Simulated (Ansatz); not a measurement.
Consider the ligand exchange at the Si–N bond: `N[SiH2]N[SiH](N)Cl` + `N[SiH3]` → `N[SiH](Cl)N[SiH3]` + `N[SiH2]N`.

Calculated with Ansatz (gas phase, PBE0-D4/def2-TZVP geometries, no zero-point term in ΔE). CCSD(T)/CBS adds triple-zeta CCSD(T) − MP2 to the extrapolated MP2 energy (def2 sets, frozen cores). This one scheme is used for every species. One conformer a species, not always the lowest.

```tsv
species	CCSD/def2-TZVPP energy (Eh)
`N[SiH2]N[SiH](N)Cl`	-1206.81169
`N[SiH3]`	-346.73355
`N[SiH](Cl)N[SiH3]`	-1151.50001
`N[SiH2]N`	-402.04425
```

(1) Work out ΔE.

Largest T1 diagnostic among the species: 0.010.

Results:

(1) ΔE = (-1151.50001) + (-402.04425) − (-1206.81169) − (-346.73355) = 0.00098 Eh = +0.03 eV. CCSD(T)/CBS gives +0.02 eV.

In def2-TZVPP, CCSD(T) changes the Hartree–Fock value by +0.05 eV (the triples alone add +0.01 eV) and MP2 by +0.04 eV. The D4 term adds +0.04 eV with B3LYP and +0.02 eV with PBE0; it sums over pairs of atoms, weighted by their polarisabilities, and B3LYP, whose exchange is more repulsive, gets the larger term.

B3LYP here is the variant with VWN-RPA as its local correlation; programs differ in this.
